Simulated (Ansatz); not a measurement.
## Abstraction of H: SiH(SiH3)F2 + GeH2(CH2)(CH3) → SiH(SiH2)F2 + GeH2(CH3)2

Gas-phase species: SiH(SiH3)F2, singlet; GeH2(CH2)(CH3), doublet; SiH(SiH2)F2, doublet; GeH2(CH3)2, singlet. A radical takes H: the energy is the difference in strength between the Si–H bond broken and the C–H bond made.

Shapes, held fixed at every level: PBE0-D4/def2-TZVP. Flexible molecules stand in one conformer, not always the lowest. Programs: Ansatz 0.2.0. The zero-point and thermal change to 298 K, harmonic and unscaled (PBE0-D4/def2-TZVP), is +11.4 kJ/mol.

Problem. Estimate ΔH(298 K) of this reaction.

Solution. The highest level, CCSD(T)/def2-TZVPP, gives ΔH(298 K) = -57.3 kJ/mol; the levels span -80.3 to -26.0. The column of differences is taken from that level and isn't an error. No measured value is set beside it here. Open shells run unrestricted. Relativity is left out for Ge. Outer-core shells of Ge are correlated, in sets that cover them unevenly.

| level | kind | ΔH(298 K) (kJ/mol) | less CCSD(T)/def2-TZVPP |
| --- | --- | --- | --- |
| MP2/def2-TZVPP | perturbation theory | -67.7 | -10.4 |
| HF/def2-TZVPP | Hartree–Fock | -26.0 | +31.3 |
| SPW92/def2-TZVPP | LDA | -80.3 | -23.0 |
| PBE-D4/def2-TZVPP | GGA | -67.8 | -10.5 |
| B3LYP-D4/def2-TZVPP | global hybrid | -55.3 | +2.0 |
| r2SCAN0-D4/def2-TZVPP | global hybrid | -54.4 | +2.9 |
| CCSD/def2-SVP | coupled cluster or CI | -56.8 | +0.5 |
| CCSD(T)/def2-TZVPP | coupled cluster or CI | -57.3 | 0.0 |
